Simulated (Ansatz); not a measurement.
The cluster Te₂Pd. Total charge 0; triplet. Geometry r2SCAN-D4/def2-TZVP; atoms count from 1.

```xyz
3

Pd    1.041    0.968   -0.055
Te   -1.064    0.036   -1.102
Te    0.023   -1.004    1.158
```

In the def2 sets Pd, Te take a core potential; there is no spin–orbit coupling. The structure comes from a short search, and lower isomers may exist.

Q: Estimate the Mulliken populations from the PBE0/def2-TZVP orbitals of Ansatz.

A: 
| atom | charge (e) | spin (α − β) | d electrons |
| --- | --- | --- | --- |
| Pd1 | 0.14 | 0.37 | 9.29 |
| Te2 | -0.07 | 0.82 | – |
| Te3 | -0.07 | 0.82 | – |
Mulliken values and Mayer orders depend strongly on the basis.

Q: Where does the spin sit?

A: Summed by element: Pd 0.37, Te 1.63, of 2 unpaired in all. Largest on single atoms: Te2 0.82, Te3 0.82, Pd1 0.37.

Q: And the Mayer bond orders between bonded heavy atoms (over 0.3)?

A: Pd1–Te2 0.91 (2.53 Å); Pd1–Te3 0.91 (2.53 Å); Te2–Te3 1.46 (2.71 Å).
